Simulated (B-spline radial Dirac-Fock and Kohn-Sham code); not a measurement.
Ti²⁺: photoemission with 1210 eV photons

System: Ti²⁺ in the configuration [Ar] 3d2.

These are calculated numbers from a radial atomic solver; the model is Dirac-Hartree-Slater photoionisation with all multipoles and Dirac-Fock thresholds. The asymmetry parameter β is from the dipole term alone. Kinetic energies are from the vacuum level. Open shells are spread statistically over j, without multiplet splitting.

The last column is dσ/dΩ = σ/(4π) · [1 − (β/2) P₂(cos θ)] at θ = 90° from the beam of unpolarised light.

```csv
subshell,electrons,binding (eV),kinetic (eV),σ (kb),β,dσ/dΩ (kb/sr)
L1 (2s),2,592.0,618.0,67.4,2.00,8.04
L2 (2p1/2),2,490.3,719.7,66.5,1.45,7.20
L3 (2p3/2),4,484.7,725.3,?,?,?
M1 (3s),2,92.33,1117.7,9.92,2.00,1.18
M2 (3p1/2),2,63.05,1146.9,6.62,1.43,0.715
M3 (3p3/2),4,62.40,1147.6,12.9,1.44,1.39
M4 (3d3/2),0.8,25.54,1184.5,0.185,0.81,0.0177
M5 (3d5/2),1.2,25.50,1184.5,0.273,0.80,0.0261
```

Task: What are σ and β for L3 (2p3/2)?

Result: σ = 130 kb, the largest of all subshells and 44 % of the total, and β = 1.46, which gives dσ/dΩ = 14.1 kb/sr.
